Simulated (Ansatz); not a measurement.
SiHSeO (SMILES O=[Si-][SeH]) (charge -1), singlet: a single point displaced at random from a GFN2-xTB minimum.

The input file, in.yaml:

```yaml
crystal:
  periodic: [false, false, false]
  atoms:
    - {symbol: O, position_ang: [-1.229000, 0.671800, 1.133700]}
    - {symbol: Si, position_ang: [-1.311500, -0.364800, 0.167000]}
    - {symbol: Se, position_ang: [0.955200, -0.716800, -1.212800]}
    - {symbol: H, position_ang: [1.228500, 0.441200, -0.310600]}
basis:
  gaussian: {orbitals: "def2-TZVPPD.json"}
total_charge: -1
hamiltonian: {xc: pbe0, dispersion: d4}
output: {forces: true, orbitals: {seedname: orbitals}}
```

The basis file named in the input lies beside it (Basis Set Exchange, JSON).

An equivalent command:

```bash
ansatz run in.yaml --threads 4 --pin off --events-out ev --progress --plain
```

Output of Ansatz 0.2.0:

```
Functional definition: PBE0
  name "PBE0"
  cite "Adamo & Barone, J. Chem. Phys. 110, 6158 (1999) doi:10.1063/1.478522"
  cite "Perdew, Burke & Ernzerhof, Phys. Rev. Lett. 77, 3865 (1996) doi:10.1103/PhysRevLett.77.3865"
  parent pbe
  parameter a = 0.25
  parameter kappa = 0.804
  parameter beta = 0.06672455060314922
  exchange = (1 - a)*pbe_x(kappa = kappa, mu = beta*pi^2/3) + a*exact_x
  correlation = pbe_c(beta = beta)
1018 factors; their error is unknown
mean field evaluation 1: about -75278.5467 eV, gradient 3.1e1 eV
mean field evaluation 2: about -75270.1817 eV, gradient 7.3e1 eV
mean field evaluation 4: about -75280.1568 eV, gradient 2.1e0 eV
mean field evaluation 8: about -75280.1725 eV, gradient 3.8e-2 eV
mean field evaluation 16: about -75280.4881 eV, gradient 4.8e-5 eV
mean field -75280.48807248 eV, -2766.5069097161 hartree, gradient 4.8e-5 eV, S^2 0.000000; 0 other end points of the search recorded, 0 dependent functions left out
the calculation of the forces begins
reference -75280.48810769 eV, -2766.5069110100 hartree; 29, 29 occupied and 133, 133 virtual orbitals, 1018 factors
Total energy: -75280.58083119 eV, -2766.5103185357 hartree
Atom 0 at    -1.229000     0.671800     1.133700 Å, force     0.802744     6.327540     5.751517 eV/Å
Atom 1 at    -1.311500    -0.364800     0.167000 Å, force    -0.872573    -6.562970    -5.938177 eV/Å
Atom 2 at     0.955200    -0.716800    -1.212800 Å, force    -0.057577     0.603486     0.563509 eV/Å
Atom 3 at     1.228500     0.441200    -0.310600 Å, force     0.127406    -0.368056    -0.376849 eV/Å
Dipole moment:     0.284319    -0.244043    -0.368414 e Å
```

Hardware: 4 CPU threads, shared host. Wall time about 2 s.
